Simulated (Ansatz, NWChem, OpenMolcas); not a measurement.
Abstraction of Br: SiH3Br + CClF2 → SiH3 + CBrClF2

Species: SiH3Br `[SiH3]Br`, singlet; CClF2 (chlorodifluoromethyl radical) `F[C](F)Cl`, doublet; SiH3 (silyl radical) `[SiH3]`, doublet; CBrClF2 `FC(F)(Cl)Br`, singlet. A radical takes Br: the energy is the difference in strength between the Si–Br bond broken and the C–Br bond made.

Shapes, held fixed at every level: PBE0-D4/def2-TZVP. Programs: Ansatz 0.2.0, NWChem 7.3.0, OpenMolcas 26.06. A level may come from different programs for different species; with the same settings they agree closely. The zero-point and thermal change to 298 K, harmonic and unscaled (PBE0-D4/def2-TZVP), is -4.4 kJ/mol.

```
                             level                    kind  ΔH(298 K) (kJ/mol)  less CCSD(T)/def2-TZVPP
                     HF/def2-TZVPP            Hartree–Fock              +155.7                    +44.9
                  SPW92/def2-TZVPP                     LDA               +92.3                    -18.5
                 PBE-D4/def2-TZVPP                     GGA              +104.1                     -6.7
B3LYP/6-31G* (spherical functions)           global hybrid              +110.2                     -0.6
                wB97X-V/def2-TZVPP  range-separated hybrid              +120.7                     +9.9
                      MP2/def2-SVP     perturbation theory              +103.9                     -6.9
                CCSD(T)/def2-TZVPP   coupled cluster or CI              +110.8                      0.0
```

The highest level, CCSD(T)/def2-TZVPP, gives ΔH(298 K) = +110.8 kJ/mol; the levels span +92.3 to +155.7. The column of differences is taken from that level and isn't an error. No measured value is set beside it here. Open shells run unrestricted unless RO is named. Relativity is left out for Br unless named. Correlated rows may include outer-core shells of Br, which these sets cover unevenly.
